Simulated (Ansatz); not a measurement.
System: YCl (charge 0, singlet). SMILES: [Y][Cl]
Geometry: optimised at B3LYP-D3(BJ)/def2-TZVP (Ansatz, an electronic-structure program).

Parts of the frozen-core correlation energy in def2-SVP (Ansatz, hartree). Frozen orbitals: 9; correlated occupied orbitals by spin: 5 and 5; virtual: 35 and 35. No spin-orbit coupling. In def2 rows, elements after Kr have scalar-relativistic effective core potentials. The restricted reference is unstable.

```csv
term,value
reference (HF),-497.28414
MP2 opposite-spin,-0.12758
MP2 same-spin,…
CCSD correlation,…
(T),…
CCSDT minus CCSD(T),-0.00044
T1 diagnostic,0.015
largest doubles amplitude,0.129
```

Task: Some entries are withheld; supply them.

Result: 
- MP2 same-spin, value: -0.04329
- CCSD correlation, value: -0.19102
- (T), value: -0.00504
